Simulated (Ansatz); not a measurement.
Reactions of C6H18BrHfN3 (`C[N](C)[Hf]([Br])([N](C)C)[N](C)C`).

Program: Ansatz. Geometries: PBE0-D4/def2-TZVP. ΔE: electronic, gas phase. CCSD(T)/CBS is the MP2 limit (def2-TZVPP, def2-QZVPP) plus CCSD(T) − MP2 in def2-TZVPP, frozen cores. This one scheme is used for every species. Functionals use def2-TZVPP. def2 core potentials past Kr. For Br, Hf, I, Se outer-core shells are correlated without core-valence functions, which leaves a few kJ/mol of doubt a bond. Scalar relativity is left out up to krypton. One conformer a species, not always the lowest.

```
                                                                                       reaction  CCSD(T)/CBS(def2) (eV)
            `C[N](C)[Hf]([Br])([N](C)C)[N](C)C` + HI → `C[N](C)[Hf]([I])([N](C)C)[N](C)C` + HBr                       ?
`C[N](C)[Hf]([Br])([N](C)C)[N](C)C` + `FB(F)I` → `C[N](C)[Hf]([I])([N](C)C)[N](C)C` + `FB(F)Br`                   -0.14
        `C[N](C)[Hf]([Br])([N](C)C)[N](C)C` + H₂Se → `C[N](C)[Hf]([SeH])([N](C)C)[N](C)C` + HBr                    0.70
           `C[N](C)[Hf]([Br])([N](C)C)[N](C)C` + H–F → `C[N](C)[Hf]([F])([N](C)C)[N](C)C` + HBr                    0.18
```

Task: Fill in the missing values. (Best estimate.)

Result: Computed: `C[N](C)[Hf]([Br])([N](C)C)[N](C)C` + HI → `C[N](C)[Hf]([I])([N](C)C)[N](C)C` + HBr: +0.04 eV.

Largest T1 diagnostic: 0.014, for `C[N](C)[Hf]([F])([N](C)C)[N](C)C`.
